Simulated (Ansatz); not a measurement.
ClHSSn (`[SH][Sn][Cl]`), relaxed with RKS PBE-D4/def2-SVP in the Gaussian-basis code of Ansatz from a rough embedded geometry. The force threshold is 0.03 eV/Å; the program also tests the step.

Charge 0, multiplicity 1. Sn takes the def2 core potential.

Start:

```xyz
4

S    -0.314    1.426    0.584
Sn   -1.075   -0.766   -0.090
Cl    0.474   -1.647   -1.598
H     0.915    0.987    1.104
```

```tsv
step	energy (eV)	largest force (eV/Å)	largest move (Å)
1	-29190.7840	1.709	0.000
2	-29190.9806	0.665	0.198
3	-29191.0804	0.872	0.200
4	-29191.1854	0.474	0.195
5	-29191.1944	0.726	0.103
6 (rejected)	-29191.1473	1.020	0.194
7	-29191.2155	0.088	0.095
8	-29191.2163	0.079	0.031
9	-29191.2177	0.025	0.043
```

End:

```xyz
4

S    -0.294    1.248    0.963
Sn   -1.347   -0.647   -0.237
Cl    0.706   -1.490   -1.214
H     0.935    0.889    0.488
```

Run time 9 s (2 threads of a server CPU on a shared host); peak host memory 0.13 GiB.
